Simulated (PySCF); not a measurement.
Correlation energy of K⁸⁺ (potassium, charge +8)

Starting occupation: [Ne] 3s1, 3s1/2 with m_j = +1/2. All numbers are calculated (PySCF 2.14, X2C-1e with screened-nucleus spin-orbit coupling, Gaussian nucleus, in an uncontracted even-tempered set (20 s from 0.43 bohr⁻², ratio 2.4; 13 p from 0.56 bohr⁻², ratio 2.4; 5 d from 2.1 bohr⁻², ratio 2.6; 4 f from 3.1 bohr⁻², ratio 2.6)). Frozen: 1s2; 9 electrons correlated; the 52 highest virtual spinors left out.

MP2 pair energies summed by pair of shells (mhartree):

```json
{"pair": "2p1/2-2p3/2", "energy": "-96.16", "share (%)": "31.5"}
{"pair": "2p3/2-2p3/2", "energy": "-89.17", "share (%)": "29.2"}
{"pair": "2p3/2-2s1/2", "energy": "-42.64", "share (%)": "14.0"}
{"pair": "2p1/2-2s1/2", "energy": "-21.46", "share (%)": "7.0"}
{"pair": "2p1/2-2p1/2", "energy": "-20.62", "share (%)": "6.8"}
{"pair": "2p3/2-3s1/2", "energy": "-14.61", "share (%)": "4.8"}
{"pair": "2s1/2-2s1/2", "energy": "-10.51", "share (%)": "3.4"}
{"pair": "2p1/2-3s1/2", "energy": "-6.72", "share (%)": "2.2"}
{"pair": "2s1/2-3s1/2", "energy": "-3.13", "share (%)": "1.0"}
```

Total MP2 correlation energy: -305.02 mhartree.
